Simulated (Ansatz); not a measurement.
Ansatz (a quantum-chemistry and plane-wave program) input (r2SCANh/def2-TZVPD):

Ansatz 0.2 input:
```yaml
crystal:
  periodic: [false, false, false]
  atoms:
    - {symbol: Si, position_ang: [-0.22519578, -0.19792757, -0.01953495]}
    - {symbol: O, position_ang: [-1.43374685, -1.26013922, -0.12437258]}
    - {symbol: Cl, position_ang: [-0.52610980, 1.55083193, -0.82296122]}
    - {symbol: Cl, position_ang: [1.38626954, -0.79482606, 0.89757710]}
basis:
  gaussian:
    orbitals: def2-TZVPD
hamiltonian:
  xc: {name: r2SCANh}
total_charge: 1
magnetization: {spin_polarized: true, initial_magnetization: 1}
output: {forces: true}
```

End of the output:

```
mean field evaluation 1: about -34941.7014 eV, gradient 6.5e1 eV
mean field evaluation 2: about -34723.3044 eV, gradient 1.4e2 eV
mean field evaluation 4: about -34958.9489 eV, gradient 1.9e1 eV
mean field evaluation 8: about -34960.6716 eV, gradient 4.7e-1 eV
mean field evaluation 16: about -34960.6930 eV, gradient 2.1e-3 eV
mean field evaluation 32: about -34960.6930 eV, gradient 9.7e-6 eV
mean field -34960.69299937 eV, -1284.7817705181 hartree, gradient 9.7e-6 eV, S^2 0.756252; 1 other end points of the search recorded, 0 dependent functions left out
the calculation of the forces begins
reference -34960.69301691 eV, -1284.7817711627 hartree; 28, 27 occupied and 147, 148 virtual orbitals, 1019 factors
Total energy: -34960.69301691 eV, -1284.7817711627 hartree
Atom 0 at    -0.225196    -0.197928    -0.019535 Å, force     0.128519     0.112957     0.011149 eV/Å
Atom 1 at    -1.433747    -1.260139    -0.124373 Å, force     0.084318     0.074108     0.007314 eV/Å
Atom 2 at    -0.526110     1.550832    -0.822961 Å, force     0.036192    -0.268453     0.119073 eV/Å
Atom 3 at     1.386270    -0.794826     0.897577 Å, force    -0.249029     0.081388    -0.137536 eV/Å
Dipole moment:     0.112235     0.098645     0.009736 e Å
```
